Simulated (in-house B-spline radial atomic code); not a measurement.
**LDA exchange-only excitations of the aluminium ion Al⁺**

Method: LDA exchange-only. Computed with an all-electron radial atomic-structure program (B-spline basis): linear response of the closed shell [Ne] 3s2 with the functional's adiabatic kernel; non-relativistic, point nucleus, no spin-orbit coupling, no double excitations, S, P, D and F terms only.

Command:
```bash
python run_td.py task.json out
```
Settings (radii: box in bohr, nucleus in fm):
```
Z                        13
electrons                12
configuration            [Ne] 3s2
hamiltonian              nr
method                   lda,
box_radius               41.61
intervals                54
```

Cost of the run: 0.3 s on 1 thread of Arm Neoverse N1, on a shared host.

The lowest states, in the order of their Tamm-Dancoff energies; the method's threshold (minus the highest occupied level) is 13.757 eV. Labels give the largest channel, * marks a mixed state, and oscillator strengths are full-response dipole values. Measured ¹D terms are left out, since they can mix with doubly excited terms. Semilocal kernels can invert the small singlet-triplet splittings of Rydberg terms. Energies in eV:

```tsv
state	full response	Tamm-Dancoff	oscillator strength	measured (J-weighted term)
3s → 3p 3P	?	?	-	?
3s → 3p 1P	7.383	7.758	1.74	7.421
3s → 4s 3S	10.001	10.017	-	11.317
3s → 3d 3D	10.354	10.412	-	11.847
3s → 4s 1S	10.600	10.615	-	11.822
3s → 3d 1D	11.155	11.160	-	-
3s → 4p 3P	11.293	11.307	-	13.075
3s → 4p 1P	?	?	?	?
3s → 5s 3S	12.251	12.254	-	14.890
```

**Question.** Where does 3s → 4p 1P lie?

**Answer.** At 11.611 eV in full response, 11.653 eV in Tamm-Dancoff, oscillator strength 0.0143; measured 13.257 eV.

**Question.** Where does 3s → 3p 3P lie?

**Answer.** At 3.784 eV in full response, 4.100 eV in Tamm-Dancoff; measured 4.651 eV.

**Question.** How large is the singlet-triplet splitting of 3s → 3p (P terms) in Tamm-Dancoff?

**Answer.** 3.66 eV, from the unrounded values.

**Question.** What polarisabilities and dispersion coefficient does the method give?

**Answer.** Dipole 24.09 bohr³, quadrupole 137.6 bohr⁵, C6 121.7 hartree·bohr⁶ for two such species.
